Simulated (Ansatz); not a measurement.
Reaction (redistribution): `C[S][AlH][OH]` + `CB(C)C=O` → `[CH3][AlH][S]C` + `CB(O)C=O`

Isolated molecules relaxed with PBE0-D4/def2-TZVP in Ansatz; ΔE leaves out vibrations. CBS: MP2 limit from def2 TZ/QZ plus the TZ coupled-cluster correction, frozen cores. DFT in def2-TZVPP. B3LYP here is the variant with VWN-RPA as its local correlation; programs differ in this. HSE06 is defined as in plane-wave codes. One conformer a species, not always the lowest.

| level | ΔE (kcal/mol) | difference from CCSD(T)/CBS |
| --- | --- | --- |
| PBE-D4 | -3.1 | -1.0 |
| B3LYP-D4 | -1.8 | 0.3 |
| HSE06-D4 | -2.9 | -0.8 |
| BHLYP-D4 | -1.5 | 0.6 |
| CAM-B3LYP-D4 | -2.3 | -0.2 |
| B2PLYP | -1.8 | 0.3 |
| r2SCAN0 | -1.8 | 0.3 |
| RPA@PBE/def2-TZVPP | -4.0 | -1.9 |
| CCSD/def2-SVP | -7.4 | -5.3 |
| CCSD(T)/def2-SVP | -8.1 | -6.0 |
| MP2/def2-TZVPP | -1.9 | 0.2 |
| CCSD/def2-TZVPP | -2.3 | -0.2 |
| CCSD(T)/def2-TZVPP | -2.9 | -0.8 |
| HF/def2-QZVPP | 0.0 | 2.1 |
| HF/CBS(def2) | 0.0 | 2.1 |
| CCSD/CBS(def2) | -1.4 | 0.7 |
| CCSD(T)/CBS | -2.1 | 0 |

Largest T1 diagnostic among the species: 0.015.

At CCSD(T), def2-SVP lies −6.0 kcal/mol from the extrapolated value and def2-TZVPP −0.8 kcal/mol. In def2-TZVPP, CCSD(T) changes the Hartree–Fock value by −2.6 kcal/mol (the triples alone add −0.6 kcal/mol) and MP2 by −1.6 kcal/mol.
